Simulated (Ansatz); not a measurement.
Reaction (ligand exchange at the Al–Cl bond): `[OH][Al]([Cl])[Cl]` + `O[SiH3]` → `[OH][Al]([Cl])[O][SiH3]` + HCl

Program: Ansatz. Geometries: PBE0-D4/def2-TZVP. ΔE: electronic, gas phase. CCSD(T)/CBS is the MP2 limit (def2-TZVPP, def2-QZVPP) plus CCSD(T) − MP2 in def2-TZVPP, frozen cores. This one scheme is used for every species. DFT in def2-TZVPP. B3LYP here is the variant with VWN-RPA as its local correlation; programs differ in this. HSE06 is defined as in plane-wave codes. One conformer a species, not always the lowest.

| level | ΔE (kJ/mol) | difference from CCSD(T)/CBS |
| --- | --- | --- |
| LDA (SPW92) | 5.3 | 5.0 |
| PBE-D4 | 8.1 | 7.8 |
| revPBE-D4 | 8.5 | 8.2 |
| BLYP-D4 | -1.7 | -2.0 |
| r2SCAN-D4 | 4.0 | 3.7 |
| B97M-V | 3.0 | 2.7 |
| PBE0-D4 | 6.7 | 6.4 |
| r2SCANh-D4 | 3.8 | 3.5 |
| r2SCAN0-D4 | 3.5 | 3.2 |
| HSE06-D4 | 7.2 | 6.9 |
| BHLYP-D4 | -4.0 | -4.3 |
| ωB97X-V | 2.3 | 2.0 |
| B2PLYP | -0.7 | -1.0 |
| PBE-QIDH | 4.3 | 4.0 |
| PBE | 10.0 | 9.7 |
| revPBE | 11.6 | 11.3 |
| BLYP | 1.5 | 1.2 |
| r2SCAN | 4.9 | 4.6 |
| PBE0 | 8.6 | 8.3 |
| B3LYP | 0.7 | 0.4 |
| r2SCANh | 4.8 | 4.5 |
| r2SCAN0 | 4.6 | 4.3 |
| HSE06 | 9.0 | 8.7 |
| BHLYP | -1.3 | -1.6 |
| CAM-B3LYP | -2.6 | -2.9 |
| LC-ωPBE | 3.8 | 3.5 |
| RPA@PBE/def2-TZVPP | -6.5 | -6.8 |
| HF/def2-SVP | -3.9 | -4.2 |
| MP2/def2-SVP | -3.9 | -4.2 |
| CCSD/def2-SVP | -6.3 | -6.6 |
| CCSD(T)/def2-SVP | -5.5 | -5.8 |
| HF/def2-TZVPP | -2.0 | -2.3 |
| MP2/def2-TZVPP | -0.8 | -1.1 |
| SCS-MP2/def2-TZVPP | -3.8 | -4.1 |
| CCSD/def2-TZVPP | -4.6 | -4.9 |
| HF/def2-QZVPP | -3.9 | -4.2 |
| MP2/def2-QZVPP | 0.8 | 0.5 |
| SCS-MP2/def2-QZVPP | -2.0 | -2.3 |
| HF/CBS(def2) | -4.1 | -4.4 |
| CCSD/CBS(def2) | -0.8 | -1.1 |
| CCSD(T)/CBS | 0.3 | 0 |

Largest T1 diagnostic among the species: 0.011.

Leaving LDA and LC-ωPBE aside and taking each functional with its dispersion term where it has one, the values, not all of them listed here, spread over 13.2 kJ/mol, from CAM-B3LYP-D4 to revPBE-D4. LDA lies −4.7 kJ/mol from PBE without D4. At CCSD(T), def2-SVP lies −5.8 kJ/mol from the extrapolated value and def2-TZVPP −3.8 kJ/mol.
